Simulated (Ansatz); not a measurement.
Reaction (substitution at a C–Si bond): `C=C[SiH2][SiH](F)F` + `C=CCS` → `C=CCSC=C` + `F[SiH](F)[SiH3]`

Gas-phase electronic energies from Ansatz, PBE0-D4/def2-TZVP geometries. CCSD(T)/CBS adds triple-zeta CCSD(T) − MP2 to the extrapolated MP2 energy (def2 sets, frozen cores). Functionals use def2-TZVPP. B3LYP here is the variant with VWN-RPA as its local correlation; programs differ in this. Each species was taken in one conformer, which may not be the lowest.

`C=C[SiH2][SiH](F)F`:

```xyz
12

C    -0.364    0.813   -2.172
C     0.456    0.250   -1.289
Si   -0.115   -0.954    0.009
Si    0.114    0.037    2.123
F    -0.218   -1.013    3.276
F     1.633    0.482    2.326
H    -0.011    1.532   -2.907
H    -1.424    0.578   -2.203
H     1.509    0.526   -1.310
H     0.693   -2.204   -0.008
H    -1.549   -1.282   -0.214
H    -0.725    1.235    2.370
```

`C=CCS`:

Cartesian coordinates in Å:
```
C 0.700 -0.715 1.347
C 0.537 -0.312 0.095
C -0.397 0.765 -0.327
S -1.738 0.175 -1.410
H 0.139 -0.267 2.162
H 1.394 -1.506 1.603
H 1.110 -0.786 -0.700
H -0.905 1.197 0.537
H 0.127 1.574 -0.840
H -0.966 -0.124 -2.467
```

`C=CCSC=C`:

Z-matrix (Å, degrees):
```
C
C 1 1.486
S 1 1.818 2 112.6
H 1 1.093 2 111.1 3 -115.6
H 1 1.092 2 111.7 3 123.8
C 2 1.326 1 124.0 3 -117.1
H 2 1.087 1 115.9 3 61.1
C 3 1.743 1 100.7 2 63.2
H 6 1.084 2 121.5 1 179.4
H 6 1.086 2 121.4 1 -1.2
C 8 1.328 3 123.9 1 158.0
H 8 1.087 3 114.8 1 -25.5
H 11 1.084 8 122.2 3 -3.5
H 11 1.083 8 120.3 3 175.6
```

`F[SiH](F)[SiH3]`:

```xyz
8

F    -0.878   -0.178   -2.053
Si   -1.021   -0.210   -0.466
F    -1.474   -1.686   -0.069
Si    1.052    0.263    0.516
H    -2.131    0.703   -0.106
H     1.476    1.631    0.117
H     0.913    0.205    1.994
H     2.064   -0.727    0.067
```

```tsv
level	ΔE (kcal/mol)
PBE0-D4	4.3
B3LYP-D4	4.7
r2SCAN	3.8
HF/def2-TZVPP	7.7
MP2/def2-QZVPP	4.5
SCS-MP2/def2-QZVPP	5.3
MP2/CBS(def2)	4.5
CCSD/CBS(def2)	6.2
```

Q: What does CCSD(T)/CBS give? (Estimate.)

A: Ansatz gave: +5.5 kcal/mol. The listed levels differ from it by -1.2, -0.8, -1.7, 2.2, -1.0, -0.2, -1.0, 0.7 kcal/mol.

Largest T1 diagnostic among the species: 0.013.

From PBE to PBE0 (25 % exact exchange), in def2-TZVPP and without D4, ΔE moves by +0.9 kcal/mol. In def2-TZVPP, CCSD(T) changes the Hartree–Fock value by −2.2 kcal/mol (the triples alone add −0.7 kcal/mol) and MP2 by −3.2 kcal/mol.
